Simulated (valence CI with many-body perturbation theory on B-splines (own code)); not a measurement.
**Valence orbitals of Nb20+**

Method: relativistic CI+MBPT: three valence electrons over a frozen Dirac-Fock core [Ar], a basis of 7 s, 7 p, 8 d, 6 f, 4 g, 1 h functions for each j, with the one-electron correlation potential Σ1, the two-electron term Σ2, the three-electron term Σ3, Breit, model QED; selected CI, second order for the rest, scaled by the run's own slope (own B-spline code, finite nucleus).

No measured spectrum was set against this ion. As an estimate, terms of the open shell hold to 2 to 4 % of their energy, and close levels can change places. Only levels of the ground parity were solved; by the run's estimate the other parity begins above the list, which can be wrong where configurations are misplaced.

These are the spectroscopic orbitals of the CI (the correlating ones are not listed), shaped by the core and the other valence electrons. h is the expectation value of the core's Dirac-Fock operator, without the valence repulsion; Σ1 is computed up to l = 3 at one energy for each symmetry, that of its lowest orbital but kept below the first core excitation, so for empty shells it is not the orbital's own correlation shift; Breit and QED include the response of the core.

| Orbital | h (hartree) | Σ1 (cm⁻¹) | Breit (cm⁻¹) | QED (cm⁻¹) | ⟨r⟩ (bohr) |
| --- | --- | --- | --- | --- | --- |
| 4s1/2 | -21.919 | -7380 | 1306 | 935 | 0.8352 |
| 5s1/2 | -13.13 | -2659 | 612 | 443 | 1.391 |
| 6s1/2 | -8.7553 | -1297 | 331 | 242 | 2.092 |
| 4p1/2 | -20.746 | -8614 | 2049 | -74.1 | 0.8442 |
| 5p1/2 | -12.568 | -3132 | 991 | -34.8 | 1.415 |
| 6p1/2 | -8.4438 | -1537 | 547 | -19.0 | 2.133 |
| 4p3/2 | -20.498 | -8397 | 1295 | 16.5 | 0.8554 |
| 5p3/2 | -12.451 | -3094 | 626 | 8.6 | 1.429 |
| 6p3/2 | -8.3795 | -1526 | 356 | 4.9 | 2.150 |
| 3d3/2 | -36.684 | -22020 | 2346 | -315 | 0.3661 |
| 4d3/2 | -18.719 | -8261 | 791 | -78.1 | 0.8472 |
| 5d3/2 | -11.62 | -3263 | 391 | -36.3 | 1.452 |
| 3d5/2 | -36.53 | -21615 | 851 | -218 | 0.3683 |
| 4d5/2 | -18.669 | -8163 | 334 | -49.7 | 0.8499 |
| 5d5/2 | -11.596 | -3220 | 164 | -22.7 | 1.456 |
| 4f5/2 | -17.092 | -15001 | -2.2 | -36.9 | 0.7946 |
| 5f5/2 | -10.888 | -6431 | -2.1 | -19.0 | 1.425 |
| 4f7/2 | -17.08 | -14317 | -126 | -28.1 | 0.7955 |
| 5f7/2 | -10.881 | -6117 | -60.2 | -14.2 | 1.426 |
| 5g7/2 | -10.542 |  | -0.9 | -3.1 | 1.299 |
| 5g9/2 | -10.539 |  | -9.6 | -1.0 | 1.300 |

Among the shells of the start configuration 3d3, Σ1 is largest in size for 3d3/2, where it is 0.27 % of h.

Lowest root of each symmetry, sizes in configuration state functions:

```csv
J,Parity,Roots,Reference,Variational,Second order,Change by selected CI (cm⁻¹),Change by second order (cm⁻¹)
1/2,even,2,43,2238,742,-4859,0
3/2,even,5,71,4023,2293,-3470,0
5/2,even,5,79,4838,4970,-3247,0
7/2,even,3,66,4641,3078,-3259,0
9/2,even,3,49,3950,328,-3480,0
11/2,even,1,25,2853,299,-5253,0
```
